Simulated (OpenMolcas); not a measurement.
## Sb3+: effect of the basis set

```
Program             : OpenMolcas 26.06
Method              : RASSCF
Active space        : 2 electrons in 9 orbitals (RAS2 5s 5p; RAS3 5d, at most 2 electrons)
State averaging     : 2S+1 = 3 even, 3 roots; 2S+1 = 1 even, 7 roots; 2S+1 = 3 odd, 3 roots; 2S+1 = 1 odd, 3 roots
Spin-orbit coupling : RASSI with atomic mean-field integrals over the reference wave functions, term energies averaged over their components
```

A. ANO-RCC-VTZP [7s6p4d2f1g], DKH2, point nucleus; cost of the order of 30 core-seconds
B. ANO-R2 [7s6p4d2f1g], X2C, finite nucleus; cost of the order of 20 core-seconds
C. ANO-RCC-VQZP [8s7p5d3f2g], DKH2, point nucleus; cost roughly 30 core-seconds
D. ANO-RCC [10s9p8d5f3g], DKH2, point nucleus; cost roughly 50 core-seconds

Energies in cm⁻¹ above 5s² ¹S₀, the measured ground level; measured values from Moore, Atomic Energy Levels, vol. III, NSRDS-NBS 35 (1971 reprint of NBS Circular 467, 1958).

```tsv
Level	A	B	C	D	Measured
5s² ¹S₀	0.0	0.0	0.0	0.0	0.0
5s 5p ³P°₀	59355	58857	59043	58662	
5s 5p ³P°₁	61497	60887	61031	60717	66700
5s 5p ³P°₂	66595	65690	65726	65590	72560
5s 5p ¹P°₁	97091	96684	96774	96538	95952
5p² ³P₀	149035	147648	148453	147799	152076
5p² ¹D₂	149069	148100	148079	147620	155956
5p² ³P₁	152560	150908	151605	151090	156388
```

Deviations, from unrounded energies. A percentage is the sum of absolute deviations over the sum of measured energies, with the sign that they share, or ± where signs differ.

```csv
Against measurement,Levels,A,B,C,D
mean absolute deviation (cm-1),6,4300,5200,4900,5200
other configurations (%),6,±3.7,±4.5,±4.2,±4.5
```

A lies closest to measurement on these levels and D furthest from it. The largest miss of A in the table is 5p² ¹D₂, by -6900 cm-1. The ranking rests on the paired levels alone, and a cruder setting can come out closer through cancelling errors.

Among A to D the level of the table that moves most is 5p² ³P₁, by 1700 cm-1 (lowest in B, highest in A).

Active for correlation alone: 5d; no level in the range computed is led by a configuration that fills it, so any true level of that kind is missing. Some terms mix strongly with configurations of 5d, whose occupation reaches 0.27 (5p² ¹D) (figures for A; the like holds for B, C, D). Computed and measured levels are paired by configuration, term and J; levels that our copy of the source lacks, or whose pairing is in doubt (as where it misses far off the trend of its configuration), stay unpaired and out of the deviations. Only configurations of the active space appear. Levels that lie high or do not pair safely by name in every column are left out.

° marks odd parity.
